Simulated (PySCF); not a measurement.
# Pd²⁺: excitation energy

Pd²⁺ [Kr] 4d8 (3F) → Pd²⁺ [Kr] 4d7 5p1 (high-spin determinant), as a difference of total energies. All numbers are calculated (PySCF 2.14, the spin-free X2C one-electron Hamiltonian (Gaussian nucleus), in x2c-TZVPPall). Correlated levels: valence and next inner shell: [Ar] 3d10 frozen. The calculations carry no spin-orbit coupling.

| method | excitation energy (eV) |
| --- | --- |
| UHF | 12.423 |
| MP2 (valence and next inner shell) | 13.284 |
| SCS-MP2 (valence and next inner shell) | 13.381 |
| CCSD (valence and next inner shell) | 13.117 |
| CCSD(T) (valence and next inner shell) | 13.120 |

How much does correlation contribute at CCSD(T) (valence and next inner shell)?

13.120 − (12.423) = 0.697 eV, measured against UHF.

The basis was made for the ground configuration and has no added diffuse functions, so the excitation energy can come out too high.

The determinant of the upper state mixes LS terms, which raises its energy above the lowest term, most at the Hartree-Fock and MP2 levels.
